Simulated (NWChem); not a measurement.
System: GaNH2ClF; SMILES [NH2][Ga]([F])[Cl]

Here is an NWChem input.

```
start job
memory heap 200 mb stack 900 mb global 1100 mb
geometry units angstroms noautoz
  Ga     0.060579     0.334240    -0.022795
  F      1.679765     0.976243     0.078484
  Cl    -0.144864    -1.783192     0.002150
  N     -1.320018     1.461424    -0.139194
  H     -2.282526     1.157883    -0.202906
  H     -1.211909     2.467249    -0.152316
end
basis spherical
  Ga library def2-tzvp
  F library def2-tzvp
  Cl library def2-tzvp
  N library def2-tzvp
  H library def2-tzvp
end
dft
  xc becke88 lyp
  iterations 150
  mulliken
end
task dft energy
```

Parts of the log:

```
             Northwest Computational Chemistry Package (NWChem) 7.3.0
             --------------------------------------------------------

 CS  symmetry detected

                             Geometry "geometry" -> ""
                             -------------------------

 Output coordinates in angstroms (scale by  1.889725989 to convert to a.u.)

  No.       Tag          Charge          X              Y              Z
 ---- ---------------- ---------- -------------- -------------- --------------
    1 Ga                  31.0000     0.00524902     0.29536251     0.00000000
    2 F                    9.0000     1.55992323     1.08730734     0.00000000
    3 Cl                  17.0000     0.00226200    -1.83215680     0.00000000
    4 N                    7.0000    -1.48005555     1.28733556     0.00000000
    5 H                    1.0000    -2.41181258     0.89434457     0.00000000
    6 H                    1.0000    -1.46828103     2.29896823     0.00000000

 Effective nuclear repulsion energy (a.u.)     361.6355727382

      Symmetry information
      --------------------

 Group name             Cs
 Group number              2
 Group order               2
 No. of unique centers     6

                                 NWChem DFT Module
                                 -----------------

 Summary of "ao basis" -> "ao basis" (spherical)
 ------------------------------------------------------------------------------
       Tag                 Description            Shells   Functions and Types
 ---------------- ------------------------------  ------  ---------------------
 Ga                        def2-tzvp                16       48   6s5p4d1f
 F                         def2-tzvp                11       31   5s3p2d1f
 Cl                        def2-tzvp                13       37   5s5p2d1f
 N                         def2-tzvp                11       31   5s3p2d1f
 H                         def2-tzvp                 4        6   3s1p

      Symmetry analysis of basis
      --------------------------

        a'        109
        a"         50

            General Information
            -------------------
          SCF calculation type: DFT
          Wavefunction type:  closed shell.
          No. of atoms     :     6
          No. of electrons :    66
           Alpha electrons :    33
            Beta electrons :    33
          Charge           :     0
          Spin multiplicity:     1
          Use of symmetry is: on ; symmetry adaption is: on
          Maximum number of iterations: 150
          AO basis - number of functions:   159
                     number of shells:    59
          Convergence on energy requested:  1.00D-06
          Convergence on density requested:  1.00D-05
          Convergence on gradient requested:  5.00D-04

              XC Information
              --------------
                    Becke 1988 Exchange Functional  1.000
              Lee-Yang-Parr Correlation Functional  1.000

             Grid Information
             ----------------
          Grid used for XC integration:  medium
          Radial quadrature: Mura-Knowles
          Angular quadrature: Lebedev.
          Tag              B.-S. Rad. Rad. Pts. Rad. Cut. Ang. Pts.
          ---              ---------- --------- --------- ---------
          Ga                  1.30      112           9.0       590
          F                   0.50       49          11.0       434
          Cl                  1.00       88          12.0       590
          N                   0.65       49          10.0       434
          H                   0.35       45          11.0       434
          Grid pruning is: on
          Number of quadrature shells:   388
          Spatial weights used:  Erf1

      Superposition of Atomic Density Guess
      -------------------------------------

 Sum of atomic energies:       -2537.43162148

      Non-variational initial energy
      ------------------------------

 Total energy =   -2538.216392
 1-e energy   =   -4255.130725
 2-e energy   =    1355.278760
 HOMO         =      -0.358536
 LUMO         =      -0.051968

      Symmetry analysis of molecular orbitals - initial
      -------------------------------------------------

  Numbering of irreducible representations:

     1 a'          2 a"

  Orbital symmetries:

     1 a'          2 a'          3 a'          4 a'          5 a'
     6 a"          7 a'          8 a'          9 a'         10 a'
    11 a'         12 a"         13 a'         14 a'         15 a'
    16 a"         17 a'         18 a'         19 a'         20 a'
    21 a"         22 a"         23 a'         24 a'         25 a'
    26 a'         27 a"         28 a'         29 a'         30 a'
    31 a"         32 a'         33 a"         34 a'         35 a"
    36 a'         37 a'         38 a'         39 a'         40 a'
    41 a'         42 a"         43 a'

     ---------------------------------------------
      Total Density - Mulliken Population Analysis
     ---------------------------------------------

    Atom       Charge   Shell Charges
 -----------   ------   -------------------------------------------------------
    1 Ga  31    29.61   2.00  2.00  1.17  0.81  0.56  0.21  5.98  4.44  1.56  0.54  0.14  8.88  1.15  0.04  0.08  0.07
    2 F    9     9.64   0.77  1.20  0.61  1.02  0.32  2.40  2.37  0.94  0.00  0.00  0.00
    3 Cl  17    17.44   2.01  0.45  1.52  1.11  0.84  4.19  1.69  1.11  2.95  1.57  0.00  0.01  0.00
    4 N    7     7.98   0.82  1.16  0.57  0.80  0.17  1.64  1.92  0.89  0.00  0.01  0.00
    5 H    1     0.67   0.22  0.34  0.07  0.04
    6 H    1     0.67   0.22  0.34  0.07  0.04

[...]
```

Level: BLYP/def2-TZVP. Structure relaxed at the PBE0/def2-SVP level.
